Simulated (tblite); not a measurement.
Species: C6H4NOS (doublet state).
InChI=1S/C6H4NOS/c1-4-3-8-6(9)5(4)2-7/h3H,1H3

Level: GFN2-xTB in tblite, geometry and Hessian alike; calculated harmonic values, unscaled, isolated species. Against measured fundamentals such values can be off by several per cent, at times by over 20. Open shells enter through the occupations alone, without spin polarisation, and single modes of such species can be off by tens of per cent.

Harmonic wavenumbers (cm⁻¹): 51.3, 102.2, 106.0, 182.7, 202.0, 303.8, 344.3, 447.0, 469.2, 535.4, 567.6, 627.4, 645.6, 712.4, 756.1, 964.5, 1011.0, 1034.1, 1081.9, 1119.7, 1178.2, 1228.1, 1300.9, 1403.5, 1436.4, 1459.7, 1469.1, 1549.9, 2352.9, 3015.4, 3029.6, 3057.2, 3164.2.

A = 1949, B = 1338, C = 797.4 MHz; mass 138.001 u (most abundant isotopes); point group Cs, symmetry number 1; spin multiplicity 2.

Q: What is the zero-point energy?

A: Half the sum of the wavenumbers: 18455 cm⁻¹ = 220.77 kJ/mol.

Q: Give the ideal-gas entropy at 200 K and 1 bar in the rigid-rotor, harmonic-oscillator model (classical rotation).

A: Translation 162.01, rotation 118.14, vibration 63.00, spin (R ln 2) 5.76: S = 348.9 J/(mol K).

Q: And Cp and H(200 K) − H(0)?

A: Cp = 102.51 J/(mol K), of which vibrations give 69.25 (their classical limit is 33 R = 274.4); H(200 K) − H(0) = 13.61 kJ/mol without the zero-point energy, 6.96 from vibrations.

Q: Which modes carry the vibrational entropy at 200 K?

A: 51.3 cm⁻¹: 16.65; 102.2 cm⁻¹: 11.06; 106.0 cm⁻¹: 10.77; 182.7 cm⁻¹: 6.62; 202.0 cm⁻¹: 5.90; 303.8 cm⁻¹: 3.29 J/(mol K); the other 27 give 8.71 together.

Q: What must be added to the electronic energy to get the Gibbs energy at 200 K and 1 bar?

A: ZPE + [H(200 K) − H(0)] − T·S = 220.77 + 13.61 − 69.78 = 164.60 kJ/mol.

Q: How do the functions run with temperature in this model?

A: 
```json
{"T (K)": "100", "S (J/(mol K))": "290.6", "Cp (J/(mol K))": "69.3", "H − H(0) (kJ/mol)": "5.01", "G − H(0) (kJ/mol)": "-24.05", "ln q(vib)": "1.31"}
{"T (K)": "300", "S (J/(mol K))": "396.5", "Cp (J/(mol K))": "133.8", "H − H(0) (kJ/mol)": "25.45", "G − H(0) (kJ/mol)": "-93.49", "ln q(vib)": "5.47"}
{"T (K)": "500", "S (J/(mol K))": "477.4", "Cp (J/(mol K))": "184.3", "H − H(0) (kJ/mol)": "57.58", "G − H(0) (kJ/mol)": "-181.14", "ln q(vib)": "9.52"}
{"T (K)": "800", "S (J/(mol K))": "575.0", "Cp (J/(mol K))": "229.6", "H − H(0) (kJ/mol)": "120.37", "G − H(0) (kJ/mol)": "-339.61", "ln q(vib)": "15.13"}
{"T (K)": "1000", "S (J/(mol K))": "628.3", "Cp (J/(mol K))": "248.0", "H − H(0) (kJ/mol)": "168.24", "G − H(0) (kJ/mol)": "-460.07", "ln q(vib)": "18.51"}
```

q(vib) and H(0) count from the zero-point level.

Hindered rotation and anharmonicity are outside this model.
